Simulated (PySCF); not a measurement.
**How methods differ on the ionisation energy of Pd⁺**

Pd⁺ [Kr] 4d9 [4d3/2^4 4d5/2^5, M_J = 5/2] → Pd²⁺ [Kr] 4d8 [4d3/2^4 4d5/2^4, M_J = 4], as a difference of total energies. Computed with PySCF 2.14 in x2c-QZVPPall-2c (13s12p9d4f2g, 140 functions), with the two-component X2C-1e Hamiltonian. Correlated levels: [Ar] 3d10 frozen; the 32 highest virtual spinors dropped. "Screened" scales the spin-orbit matrix elements by Boettger's factors to mimic the two-electron term; Breit and QED terms are absent.

```json
{"method": "GHF (spin-free)", "ionisation energy (eV)": "17.531"}
{"method": "GMP2 (spin-free)", "ionisation energy (eV)": "19.618"}
{"method": "GHF (screened spin-orbit)", "ionisation energy (eV)": "17.403"}
{"method": "GMP2 (screened spin-orbit)", "ionisation energy (eV)": "19.482"}
```

The spin-free rows relax to the high-spin LS determinant and lack the spin-orbit shift.

The labels give the starting determinants; with spin-orbit coupling the two ends relaxed to ⟨J²⟩ = 8.78, ⟨L²⟩ = 6.04, ⟨S²⟩ = 0.77 and ⟨J²⟩ = 20.01, ⟨L²⟩ = 12.07, ⟨S²⟩ = 2.00.

Which method comes closest to the reference value, and which is furthest?

The reference is 19.43 ± 0.12 eV (semi-empirical (NIST evaluation); NIST Atomic Spectra Database, ionization energies). Closest: GMP2 (screened spin-orbit) (error 0.052 eV); furthest: GHF (screened spin-orbit) (error -2.027 eV).
